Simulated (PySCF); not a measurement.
**First hyperpolarisability: `C#CC(F)=C=CF`, C5H2F2**

Molfile (atoms numbered from 1):
```
C5H2F2
     RDKit          3D

  9  8  0  0  0  0  0  0  0  0999 V2000
    2.2163    1.1895    0.6857 C   0  0  0  0  0  0  0  0  0  0  0  0
    1.4408    0.3487    0.3197 C   0  0  0  0  0  0  0  0  0  0  0  0
    0.5280   -0.6434   -0.1143 C   0  0  0  0  0  0  0  0  0  0  0  0
    1.0920   -1.8343   -0.3742 F   0  0  0  0  0  0  0  0  0  0  0  0
   -0.7562   -0.4622   -0.2676 C   0  0  0  0  0  0  0  0  0  0  0  0
   -2.0362   -0.2645   -0.3306 C   0  0  0  0  0  0  0  0  0  0  0  0
   -2.6511    0.1665   -1.4347 F   0  0  0  0  0  0  0  0  0  0  0  0
    2.9024    1.9357    1.0115 H   0  0  0  0  0  0  0  0  0  0  0  0
   -2.7260   -0.4310    0.4907 H   0  0  0  0  0  0  0  0  0  0  0  0
  1  2  3  0
  2  3  1  0
  3  4  1  0
  3  5  2  0
  5  6  2  0
  6  7  1  0
  1  8  1  0
  6  9  1  0
M  END
```

Level of theory: quadratic response CAM-B3LYP/def2-TZVPD first hyperpolarisability, Taylor convention, gas phase (PySCF). Geometry: PBE0-D3(BJ)/def2-TZVP.

Question: What is the first hyperpolarisability, and how does it disperse?

Answer: In au, Taylor convention; the vector part is βᵢ = ⅓ Σⱼ (βᵢⱼⱼ + βⱼᵢⱼ + βⱼⱼᵢ); β∥ is 3/5 of the vector part along the dipole, the dipole points from − to +:
```tsv
process	λ (nm)	β vector norm	β∥	β HRS	depolarisation ratio
static β(0;0,0)	∞	81.0	-46.9	35.5	4.22
second harmonic β(−2ω;ω,ω)	1907	81.5	-47.1	35.9	4.21
Pockels β(−ω;ω,0)	1907	81.1	-47.0	–	–
second harmonic β(−2ω;ω,ω)	1064	82.8	-47.2	37.2	4.15
Pockels β(−ω;ω,0)	1064	81.5	-47.1	–	–
```

Question: Which lowest excitations, dipole and polarisabilities go with it?

Answer: S1 5.00 eV (f = 0.001); S2 5.05 eV (f = 0.000); S3 5.51 eV (f = 0.174); dipole 2.03 D; isotropic α 66.8 au static, 67.1 au at 1907 nm, 67.8 au at 1064 nm, 68.1 au at 953.5 nm, 71.1 au at 532 nm.
